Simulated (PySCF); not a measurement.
## Computed properties of Al(All)(F)(OH) (C3H6AlFO), SMILES C=C[CH2][Al]([OH])[F]

C3H6AlFO, SMILES C=C[CH2][Al]([OH])[F]. The structure is a stationary point at PBE0-D3(BJ)/def2-SVP. The structure was generated by enumeration; whether it is a known compound was not checked. One conformer was computed; it need not be the lowest. All values are computed for the isolated molecule unless a solvent is named; none is compared with measurement here.

**Structure.** All 30 harmonic modes at PBE0-D3(BJ)/def2-SVP (PySCF) are real, so it is a minimum. With heavy atoms numbered as in [Al:1]([CH2:2][CH:3]=[CH2:4])([F:10])[OH:11], the shortest bond between them is C3–C4 at 1.345 Å and the longest Al1–C2 at 1.937 Å.

**Vibrations.** The strongest infrared lines (harmonic, unscaled, degenerate partners summed) lie at 352 cm⁻¹ (166 km/mol, H 86 %, O 12 %), 3986 cm⁻¹ (112 km/mol, H 94 %), 842 cm⁻¹ (108 km/mol, Al 41 %, F 27 %, H 14 %, O 12 %). The softest mode is at 34 cm⁻¹ and the zero-point energy is 54.1 kcal/mol.

**Electronic structure.** M06-2X/def2-TZVP (PySCF) places the frontier levels at -8.16 and 0.04 eV, a gap of 8.20 eV, and gives a dipole moment of 0.91 D and a mean polarisability of 60.3 bohr³. PBE/def2-TZVP (PySCF) at the same geometry gives -5.96 and -1.51 eV, so its gap is 3.75 eV narrower. An orbital gap is neither the optical nor the fundamental gap.

**Excitations.** TDA-B3LYP/def2-SVPD (PySCF) has S1 at 5.24 eV (237 nm, f = 0.060, bright); the most intense of the 10 singlets computed lies at 6.24 eV (f = 0.28). T1 (TDA) is at 3.88 eV, 1.36 eV under S1. TDA-PBE/def2-SVPD (PySCF) puts S1 at 4.83 eV. No vertical singlet excitation falls in the visible range (under 3.1 eV).

**NMR.** GIAO shifts at PBE0/pcSseg-1 (PySCF) (non-relativistic, atoms alike by connectivity averaged): ¹³C from 14.8 to 147.0 ppm against TMS; ¹H from 1.8 to 6.8 ppm against TMS; ¹⁹F at -196.6 ppm against CFCl3.
